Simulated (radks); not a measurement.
The numbers below are computed, except where a source is named.
Q: All-electron atom: Pm2+ in [Xe] 4f5 (the NIST ground configuration). Code: a radial shooting solver on a logarithmic mesh with Libxc functionals. Model: scalar-relativistic Kohn-Sham, PBEsol, spin-polarised, spherical densities, finite nucleus; open shells are filled with parallel spins first (spin-orbit coupling, left out, can overturn this in heavy ions); Fermi nuclear charge, rms radius 4.962 fm. Some entries of the table are withheld. Estimate them.

| orbital | occ. | eigenvalue (eV) | r(max) (bohr) | <1/r> (bohr^-1) |
|---|---|---|---|---|
| 1s down | 1 | -45010.65 | 0.01480 | 67.39 |
| 1s up | 1 | -45010.65 | 0.01480 | 67.39 |
| 2s up | 1 | -7329.029 | 0.08383 | 15.59 |
| 2s down | 1 | -7329.002 | 0.08383 | 15.59 |
| 2p up | 3 | -6547.837 | 0.06762 | 14.66 |
| 2p down | 3 | -6547.820 | 0.06762 | 14.66 |
| 3s up | 1 | -1608.203 | 0.2387 | 5.690 |
| 3s down | 1 | -1606.731 | 0.2387 | 5.694 |
| 3p up | 3 | -1362.855 | 0.2339 | 5.371 |
| 3p down | 3 | -1361.392 | 0.2338 | 5.375 |
| 3d up | 5 | -1026.057 | 0.1918 | 5.098 |
| 3d down | 5 | -1024.923 | 0.1917 | 5.102 |
| 4s up | 1 | -331.0720 | 0.5522 | 2.386 |
| 4s down | 1 | -327.3250 | 0.5519 | 2.387 |
| 4p up | 3 | -250.5742 | 0.5763 | 2.197 |
| 4p down | 3 | -246.8142 | 0.5760 | 2.197 |
| 4d up | 5 | -136.8624 | 0.6030 | 1.923 |
| 4d down | 5 | -133.0930 | 0.6025 | 1.923 |
| 5s up | 1 | -55.9126 | 1.286 | 0.9246 |
| 5s down | 1 | -53.6159 | 1.297 | 0.9101 |
| 5p up | 3 | -36.4353 | 1.457 | 0.7824 |
| 5p down | 3 | -34.6829 | 1.477 | 0.7657 |
| 4f up | 5 | -16.3181 | 0.6374 | 1.324 |
| 5d up | 0 | -13.8473 | (1) | 0.5078 |
| 6s up | 0 | -13.5854 | 3.253 | 0.3536 |
| 6s down | 0 | -13.1022 | 3.308 | 0.3489 |
| 4f down | 0 | -13.0592 | 0.6396 | 1.279 |
| 5d down | 0 | -13.0338 | (2) | 0.4892 |
| 6p up | 0 | -9.6937 | 3.975 | 0.2887 |

A: 
(1) 5d up r(max) (bohr): 2.034
(2) 5d down r(max) (bohr): 2.094
